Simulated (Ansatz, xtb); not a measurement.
Isomers of GeH8OSi2 in order of energy

4 gas-phase structures of GeH8OSi2, from a drawn sample of its isomers (lower ones may exist). Each was relaxed with GFN2-xTB; where two conformers were screened, the lower at r2SCAN-D4/def2-SVP//GFN2-xTB is listed:

A. `O[Si@@H]([SiH3])[GeH3]`, a singlet
B. `[OH][GeH]([SiH3])[SiH3]`, a singlet
C. `[OH][GeH2][SiH2][SiH3]`, a singlet
D. `O[SiH2][GeH2][SiH3]`, a singlet

**Question.** Make a reasoned guess at their ranking by r2SCAN-D4/def2-SVP//GFN2-xTB single-point energy.

**Answer.** Calculated order at r2SCAN-D4/def2-SVP//GFN2-xTB: D (0.0), A (5.6), B (14.1), C (15.4) kcal/mol.

Energies above the lowest of each column, in kcal/mol; the last columns are at r2SCAN-D4/def2-SVP geometries:

```json
{"structure": "D", "GFN2-xTB": "0.0", "HF/STO-3G": "0.0", "r2SCAN-D4/def2-SVP//GFN2-xTB": "0.0", "r2SCAN-D4/def2-SVP": "0.0", "CCSD(T)/def2-SVP + ΔMP2/def2-TZVPP": "0.0"}
{"structure": "A", "GFN2-xTB": "12.9", "HF/STO-3G": "4.1", "r2SCAN-D4/def2-SVP//GFN2-xTB": "5.6", "r2SCAN-D4/def2-SVP": "4.8", "CCSD(T)/def2-SVP + ΔMP2/def2-TZVPP": "5.5"}
{"structure": "B", "GFN2-xTB": "11.2", "HF/STO-3G": "7.8", "r2SCAN-D4/def2-SVP//GFN2-xTB": "14.1", "r2SCAN-D4/def2-SVP": "14.5", "CCSD(T)/def2-SVP + ΔMP2/def2-TZVPP": "15.5"}
{"structure": "C", "GFN2-xTB": "25.0", "HF/STO-3G": "7.8", "r2SCAN-D4/def2-SVP//GFN2-xTB": "15.4", "r2SCAN-D4/def2-SVP": "15.4", "CCSD(T)/def2-SVP + ΔMP2/def2-TZVPP": "18.3"}
```

Every level run on D puts it lowest or level with the lowest. Flexible structures stand in one conformer each, not always the lowest. C keeps a small imaginary mode. The ΔMP2 step shifts differences by up to 3.7 kcal/mol, which makes them less sure. ΔMP2 is the change of the MP2 energy from the smaller to the larger basis.

Over these structures GFN2-xTB departs from r2SCAN-D4/def2-SVP//GFN2-xTB by 4.9 kcal/mol on average once a common shift is removed. A GFN2-xTB relaxation took about 0.084 s and the r2SCAN-D4/def2-SVP//GFN2-xTB energy about 1.2 s on a shared host (Ansatz 0.2.0, xtb 6.7.1).
